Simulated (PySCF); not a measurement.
Identify the compound

The spectra below were simulated for a compound C$_{5}$H$_{8}$O$_{2}$.

1H NMR (500 MHz, computed): δ 4.19 (m, 2H), 2.25 (m, 2H), 1.61 (m, 2H), 1.47 (m, 2H).

13C{1H} NMR (computed): δ 167.3 (C), 69.3 (CH2), 32.1 (CH2), 25.1 (CH2), 23.3 (CH2).

[PySCF 2.14.0 with density-fitted response routines: PBE0-D3(BJ)/def2-SVP geometry; GIAO PBE0/pcSseg-1 shieldings; spin–spin couplings from B3LYP/pcJ-1 (without the spin–dipole term); non-relativistic Hamiltonian; a single conformation; no solvent model; equivalent nuclei averaged]

δ = σ(ref) − σ, references computed at the same level: 1H (σ = 31.27 ppm) and 13C (σ = 184.41 ppm) vs TMS.

Q: Propose a structure and justify it.

A: 
Rings plus π bonds: 2 (1 ring in the answer). 5 carbon signals for 5 carbons: no two carbons are equivalent. Carbon types of the structure: 1 × C, 4 × CH2, which accounts for all hydrogens. δC 167.3: ester carbonyl carbon; lone-pair donation from the attached heteroatom keeps it upfield of a ketone carbonyl. δC 69.3: sp3 CH2 bonded to O; deshielded by the electronegative neighbour. δC 32.1: sp3 CH2 α to a carbonyl; the adjacent C=O deshields it moderately. δC 25.1, 23.3: sp3 CH2 in a ring; saturated and bonded to C and H only. δH 4.19: hydrogen on an sp3 CH2 bonded to O; its carbon carries O, hence the downfield position. δH 2.25: hydrogen on an sp3 CH2 α to a carbonyl; α to C=O. δH 1.61, 1.47: hydrogen on an sp3 CH2 in a ring.

Structure: SMILES O=C1CCCCO1.

The shifts were computed for this structure.

Splittings below 1 Hz are ignored in the labels, and close J values are merged. Couplings among chemically equivalent protons are left out too, so labels in AA′BB′ or AA′XX′ sets are apparent multiplicities. Unscaled 3J(H,H) at this level run about 10 % above measured values. Shifts are as computed. Against solution values, carbons near 30 ppm lie about +2 ppm off and those near 130 ppm about +5 ppm. Of 1211 compounds with measured shifts, 218 miss one by over three times the rms of a fit or turn the order of signals round; such compounds aren't used in these exercises.
